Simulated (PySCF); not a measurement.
**WH₃ + 2 HF → WH₅ + F₂**

Level: PBE0 in the def2-TZVP basis family, computed in PySCF with density fitting; scalar-relativistic core potentials for atoms from Rb on, none lighter, no spin–orbit coupling; open shells unrestricted.

```tsv
species	state and structure	ZPE (kJ/mol)	H(298 K) − H(0) (kJ/mol)	S° (J/(mol K))
WH₃	quartet, C3v, W–H 1.710 Å (×3); H–W–H 112.3° (×3)	46.2	11.3	253.0
HF	singlet, C∞v, H–F 0.920 Å	24.9	8.7	173.6
WH₅	doublet, Cs, W–H 1.671 Å (×2), W–H 1.697 Å (×2), W–H 1.723 Å; H–W–H 60.3°, H–W–H 71.0° (×2), H–W–H 112.5°, H–W–H 114.9° (×2), H–W–H 115.5° (×2), H–W–H 120.6° (×2)	92.6	12.1	266.6
F₂	singlet, D∞h, F–F 1.376 Å	6.6	8.7	201.9
```

(1) Is the gas-phase reaction uphill or downhill in electronic energy at this level, and by how much?

(2) Add zero-point, thermal and entropy terms for 298.15 K and 1 bar.

## Answers

(1) At PBE0/def2-TZVP, ΔE = 459.8 kJ/mol, uphill. 

(2) ΔZPE = 3.2 and Δ[H(298) − H(0)] = -7.9 kJ/mol give ΔH° = 455.1 kJ/mol. ΔS° = -131.7 J/(mol K), so ΔG° = 455.1 − 298.15 × (-0.1317) = 494 kJ/mol.

Spin–orbit coupling can matter for WH₃, WH₅ and is left out. Open d or f shells are single determinants, so the state found may not be the ground state. The structures come from searches over a few start shapes, so lower isomers are not excluded.
